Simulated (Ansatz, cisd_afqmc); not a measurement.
System: BNH3, charge 1, singlet. BNH3+ (parent SMILES [BH]N, singlet).
B3LYP-D3(BJ)/def2-TZVP minimum from Ansatz (an electronic-structure program):
```
N
B 1 1.3115
H 1 1.0214 2 123.46
H 1 1.0214 3 113.09 2 -180.00
H 2 1.1685 4 155.55 1 180.00
```
Charge +1, spin multiplicity 1.

Total energies in cc-pVDZ, 10 correlated electrons, 2 frozen orbitals. Radicals and triplets start from unrestricted determinants; spin-orbit coupling is neglected. Correlated methods leave the cores frozen. No relativity. AFQMC is phaseless with a CISD trial state; ± is one standard error, without the phaseless bias. Outlying blocks are dropped, and bars are widened where a walk drifts. Over all cases where full CI ran beside it in this data, AFQMC minus full CI had a median of +0.1 mEh and passed +0.4 mEh in a tenth of the cases. The spin of H3BN+ (parent SMILES [BH]N, singlet) was assumed, and the state is the lowest solution found for it.

```tsv
method	program	energy (Eh)	minus CCSDTQ (mEh)
HF	Ansatz	-80.62365	259.34
MP2	Ansatz	-80.85325	29.73
CCSD	Ansatz	-80.87531	7.67
CCSD(T)	Ansatz	-80.88198	1.01
CCSDT(Q)	Ansatz	-80.88303	-0.05
CCSDTQ	Ansatz	-80.88298	0.00
AFQMC/CISD	cisd_afqmc	-80.8832 ± 0.0003	-0.2 ± 0.3
```

Rough core times of Ansatz's runs on a shared machine: CCSD(T) under 20 s, CCSDT(Q) under 20 s, CCSDTQ 3 min.
